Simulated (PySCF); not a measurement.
## Dipole response of Hg (mercury, neutral)

[Xe] 4f14 5d9 6s2 6p1, one real determinant (an excited configuration). All numbers are calculated (PySCF 2.14, scalar relativity through the core potential, in aug-cc-pVTZ-PP with ECP60MDF (6s6p5d3f2g, 88 functions)). Coupled (time-dependent) response in atomic units; α is the mean over directions.

| method | mean α (bohr³) | α xx, yy, zz | C₆ (like pair) | S(−4) |
| --- | --- | --- | --- | --- |
| r2SCANh | 69.14 | 52.18, 52.18, 103.1 | 787.6 | 2666 |

S(−4) is the Cauchy moment in α(ω) = α(0) + S(−4) ω² + …

Spin-orbit coupling is absent.

α(iu) at r2SCANh:

| u (hartree) | α(iu) (bohr³) |
| --- | --- |
| 0 | 69.14 |
| 0.0500 | 63.40 |
| 0.100 | 52.54 |
| 0.200 | 35.12 |
| 0.300 | 24.89 |
| 0.500 | 14.80 |
| 0.750 | 9.432 |
| 1.00 | 6.774 |
| 1.50 | 4.147 |
| 2.00 | 2.851 |
| 3.00 | 1.598 |
| 5.00 | 0.7019 |

A single London oscillator, α(iu) = α/(1 + u²/ω²), gives C₆ = (3/4) ω α². Matching the computed C₆ needs ω = 4 × 787.6 / (3 × 69.14²) = 0.220 hartree.

The components differ because the open shell of this determinant is not spherical; for a pure term their mean is the scalar polarisability.

⟨L²⟩ = 7.99 against 12 for a pure F term, so this real determinant mixes terms. Energies and moments cover only the electrons outside the core potential. Spin-orbit coupling, absent here, splits the open shell strongly.
